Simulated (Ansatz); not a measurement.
The cluster B₅H₃⁺. The state is a doublet with charge 1. Geometry PBE-D4/def2-SVP, that of the neutral singlet; atoms count from 1.

```xyz
8

B     0.4721    0.3390   -0.0766
B    -0.8077   -0.7991    0.0012
B     0.1542    1.6889    0.9359
B    -0.9169    0.5401    0.8833
B     0.7227   -0.8933   -0.9814
H     0.7594    2.6963    1.1852
H     1.0610   -1.7727   -1.7242
H    -1.4448   -1.7991   -0.2235
```

The structure comes from a short search, and lower isomers may exist.

**Question.** Estimate the Mulliken populations from the PBE0/def2-TZVP orbitals of Ansatz.

**Answer.** 
```json
{"atom": "B1", "charge (e)": "-0.18", "spin (α − β)": "0.22"}
{"atom": "B2", "charge (e)": "0.05", "spin (α − β)": "0.24"}
{"atom": "B3", "charge (e)": "0.26", "spin (α − β)": "-0.10"}
{"atom": "B4", "charge (e)": "0.05", "spin (α − β)": "0.29"}
{"atom": "B5", "charge (e)": "0.25", "spin (α − β)": "0.36"}
{"atom": "H6", "charge (e)": "0.18", "spin (α − β)": "0.01"}
{"atom": "H7", "charge (e)": "0.19", "spin (α − β)": "-0.01"}
{"atom": "H8", "charge (e)": "0.19", "spin (α − β)": "0.00"}
```
Mulliken values depend strongly on the basis.

**Question.** Where does the spin sit?

**Answer.** Summed by element: B 1.00, H 0.00, of 1 unpaired in all. Largest on single atoms: B5 0.36, B4 0.29, B2 0.24.

**Question.** And the Mayer bond orders between heavy atoms (over 0.3)?

**Answer.** B1–B2 0.79 (1.71 Å); B1–B3 0.77 (1.72 Å); B1–B4 0.84 (1.70 Å); B1–B5 1.13 (1.55 Å); B2–B4 1.03 (1.61 Å); B2–B5 0.62 (1.82 Å); B3–B4 1.16 (1.57 Å).
